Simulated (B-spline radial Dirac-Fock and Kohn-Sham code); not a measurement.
**Pt¹⁴⁺: scattering cross sections and density moments**

System: platinum as Pt¹⁴⁺, configuration [Kr] 4d10 4f14 5s2 5p2.

The computed values come from a B-spline atomic structure program: relativistic Hartree-Fock (Dirac-Fock) wave functions, averaged over the configuration.

| Item | Value |
| --- | --- |
| Sum of ⟨r⟩ | 22.51 bohr |
| Sum of ⟨r²⟩ | 12.83 bohr² |
| Sum of ⟨1/r⟩ | 583.67 per bohr |
| Langevin diamagnetic susceptibility | -10.2 × 10⁻⁶ cm³/mol |
| Lamb shielding (α²/3)Σ⟨1/r⟩ | 10360 ppm |

Coherent scattering is the Thomson cross section weighted by f₀², without anomalous dispersion; incoherent scattering is Klein-Nishina weighted by S. The Lamb formula is the non-relativistic shielding expression. Electron correlation is left out. A dash stands where the photon energy is too low for the impulse approximation behind that column.

```tsv
hν (keV)	coherent (b)	incoherent (b)	incoherent per electron (b)
1	2699	–	–
2	2624	0.7243	0.0113
5	2206	3.454	0.0540
8.0478	1716	6.425	0.100
20	685.5	15.02	0.235
30	408.4	19.45	0.304
200	18.44	23.79	0.372
1000	0.8738	13.36	0.209
```

Incoherent scattering overtakes coherent scattering between 30 and 200 keV.
